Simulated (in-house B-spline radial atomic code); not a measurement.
The numbers below are computed, except where a source is named.
## Two electrons in Ge: a neutral double donor

For Ge the NSM archive of the Ioffe Institute lists m_l = 1.6 m0, m_t = 0.08 m0 and ε = 16.2; the model takes one isotropic valley with the conductivity mass 3/(1/m_l + 2/m_t) = 0.117 m0, and so misses anisotropy and the other valleys. All triplets below are those of one valley; with several valleys two electrons can form a triplet in the 1s orbital itself, at an energy set by the valley splitting. Real donors also feel a central-cell potential, which shifts the ground state; some double donors stay shallow and helium-like, others are deep centres that this model can't describe.

Effective-mass model with parabolic bands, a uniform dielectric constant, no image charges, no central-cell or spin-orbit terms. Two-electron levels come from full CI in B-splines with partial waves to l = 5 (up to 0.001 effective hartree above the limit).

(1) What are the effective units, and what is the potential in them?

In these units the lowest s and p orbitals lie at -2.0000 and -0.5000, and their Coulomb and exchange integrals are J_ss = 1.2500, J_sp = 0.4856 and K_sp = 0.03414. Full CI gives -2.9034 for the ground singlet, -2.1332 for the sp triplet, -2.1238 for the sp singlet and -2.1752 for the lowest triplet of two s orbitals.

(2) What does it cost to add the second electron, to first order and exactly?

(3) How far above the singlet do the triplets lie?

## Answers

(1) Ha* = 27211.386 meV × 0.117/16.2² = 12.13 meV and a* = 0.0529177 nm × 16.2/0.117 = 7.327 nm. The potential is −2/r.

(2) To first order E = 2ε_s + J_ss = -2.7500, so the charging energy E(2) − 2E(1) is J_ss = 15.16 meV. CI gives -2.9034 − 2 × (-2.0000) = 1.0966, or 13.3 meV: relaxation and correlation lower it by 1.861 meV, 12.3 % of J_ss. The s² configuration of one-electron orbitals holds 92.5 % of the state, and the mean radius is 6.81 nm. The second electron is bound by ε_s − E = 10.96 meV, against 24.26 meV for the first.

(3) To first order the sp triplet lies at ε_s + ε_p + J_sp − K_sp = -2.0485, which is 8.51 meV above 2ε_s + J_ss. CI gives -2.1332 − (-2.9034) = 0.7703, or 9.345 meV, 51 % of the orbital spacing of 18.2 meV. The ss triplet lies 8.834 meV up, so the lower of the two is the ss one, and its gap equals k_BT at 103 K. The sp singlet-triplet splitting is 0.1132 meV, against 2K_sp = 0.8284 meV.
